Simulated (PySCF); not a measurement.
Electron correlation in Be (beryllium, neutral)

[He] 2s2, closed-shell 1S. Computed with PySCF 2.14 in Sapporo-DZP-2012 (4s2p, 10 functions), with the spin-free X2C one-electron Hamiltonian (Gaussian nucleus). Frozen: 1s2; 2 electrons correlated.

Total MP2 correlation energy: -22.79 mhartree.

Same-spin part 0.00 and opposite-spin part -22.79 mhartree; SCS-MP2 scales them by 1/3 and 6/5 to -27.34 mhartree.

With two correlated electrons CCSD is exact within the correlated space (frozen core and kept virtual orbitals).

```
level  correlation energy (mhartree)
 CCSD                         -44.51
```

Diagnostics: T1 = 0.018, D1 = 0.0258, largest double amplitude 0.184.

Is a single reference adequate?

Not fully. A double-excitation amplitude exceeds 0.15, a sign of near-degeneracy.
